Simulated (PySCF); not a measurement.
WH₃, SMILES [WH3] (connectivity only; charge and spin as stated), neutral, multiplicity 4. Geometry optimised at PBE0-D3(BJ)/def2-TZVPD. The spin state was assumed, not searched. The def2 effective core potentials stand for the cores of W; spin–orbit coupling is left out.

Method: PBE0-D3(BJ)/def2-TZVPD (PySCF).

Harmonic wavenumbers (cm⁻¹): 409, 711, 711, 1955, 1955, 1979. Rotational constants (GHz): 106.0, 106.0, 62.07; symmetry number 3.

Question: Work out the zero-point energy and the ideal-gas rigid-rotor harmonic-oscillator thermochemistry at 298.15 K and 1 atm.

Answer: ZPE = ½ Σ hcν = ½ × 7719 cm⁻¹ = 46.17 kJ/mol. H − E(el) = 57.45 kJ/mol. Entropy in J/(mol K): translation 173.98, rotation 61.09, vibration 6.37, spin 11.53, total 252.96. G − E(el) = -17.97 kJ/mol. Cp = 46.27 J/(mol K).
